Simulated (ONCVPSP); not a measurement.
**Pm ONCV: all-electron and pseudo phase curves**

- Element: promethium (Pm)
- Generator: ONCVPSP 4.0.1
- Type: optimised norm-conserving Vanderbilt (ONCV)
- Functional: PBE
- Relativity: scalar-relativistic
- Frozen core: [Kr] 4d10
- Valence charge: 15
- Reference configuration: 4f5 5s2 5p6 6s1 6p1
- Partial waves: 5s+6s: rc 2.35 bohr, ncon 3, nbas 7, qcut 4.3 1/bohr, 2 projectors; 5p+6p: rc 2.60 bohr, ncon 4, nbas 8, qcut 6.6 1/bohr, 2 projectors; d scattering state at 0.45 Ha: rc 2.30 bohr, ncon 5, nbas 9, qcut 3.9 1/bohr, 2 projectors, debl 3.3 Ha; 4f: rc 1.60 bohr, ncon 4, nbas 8, qcut 11.5 1/bohr, 2 projectors, debl 1.4 Ha
- Local potential: polynomial inside 1.10 bohr (lpopt 3, dvloc0 0 Ha)
- Core correction: Teter function, fcfact 3.75, rcfact 1.1

In the d channel the program set the typed energies aside and used 0.050, 3.350 Ha.

The phase is arctan(r·R′/R) of the radial function R(r), unwrapped; energies in Ha, scanned from -3 to 5 Ha. A pole is an energy at which the radial function vanishes at the test radius. The pseudo phase is shifted by a multiple of π to meet the all-electron one at the reference energy, and phase errors are pseudo minus all-electron; the curves can meet again beyond the range given. Levels narrower than the energy grid can be missing from the lists of poles. Where the grid stepped over a known ghost or core level, its pole and its step of π were put in at the level’s energy.

```csv
channel,radius (bohr),reference energy (Ha),"poles, all-electron","poles, pseudo",unbroken range about the reference energy with phases within 0.05 rad,phase error 1 Ha above the reference energy (rad)
s,2.38,-0.16,"-1.39, 3.19","-1.39, -1.03, 3.13",-1.0 to 4.5,+0.003
p,2.64,-0.07,"-0.67, 2.93","-0.67, 2.75, 3.84",below 3.1,-0.004
d,2.34,0.05,0.97,0.96,the whole range,-0.001
f,1.63,-0.12,0.26,0.26,the whole range,+0.000
```

Note: ghosts flagged at negative energy: s at -28.0 eV; GHOST(+) flagged for p at 94.3 eV. A true bound ghost makes a file unfit for plane-wave use.

Phases in the s channel:

```tsv
E (Ha)	all-electron	pseudo
-2.98	1.291	4.432
-2.76	1.260	4.401
-2.54	1.215	4.356
-2.32	1.138	4.279
-2.10	0.968	4.107
-1.88	0.299	3.437
-1.66	-1.158	1.984
-1.44	-1.530	1.611
-1.22	-1.664	1.477
-1.00	-1.746	-1.737
-0.78	-1.815	-1.814
-0.56	-1.889	-1.888
-0.34	-1.981	-1.980
-0.12	-2.113	-2.113
0.10	-2.333	-2.333
0.32	-2.731	-2.729
0.54	-3.342	-3.338
0.76	-3.869	-3.865
0.98	-4.168	-4.165
1.20	-4.334	-4.332
1.42	-4.436	-4.435
1.64	-4.505	-4.505
1.86	-4.555	-4.555
2.08	-4.593	-4.594
2.30	-4.624	-4.625
2.52	-4.650	-4.652
2.74	-4.673	-4.676
2.96	-4.693	-4.697
3.18	-4.712	-4.717
3.40	-4.729	-4.737
3.62	-4.747	-4.758
3.84	-4.765	-4.781
4.06	-4.785	-4.807
4.28	-4.806	-4.840
4.50	-4.830	-4.883
4.72	-4.860	-4.948
4.94	-4.897	-5.063
```
